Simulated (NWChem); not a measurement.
System: GeSiH3Br, singlet; SMILES [Ge]([Br])[SiH3]

Computed with NWChem. Low-valent species are run as closed-shell singlets; no triplet was tried in these runs. All runs use the structure optimised with PBE0/def2-SVP. Level PBE/def2-SVP: energy and gradient on several grids; changes count from the extra-fine grid, which is no exact limit either.

```csv
grid,size of the energy change (μHa),largest change of a gradient component (μHa/bohr)
xcoarse,300,3000
coarse,60,100
medium,10,< 30
fine,< 10,< 30
xfine,< 10,< 30
```
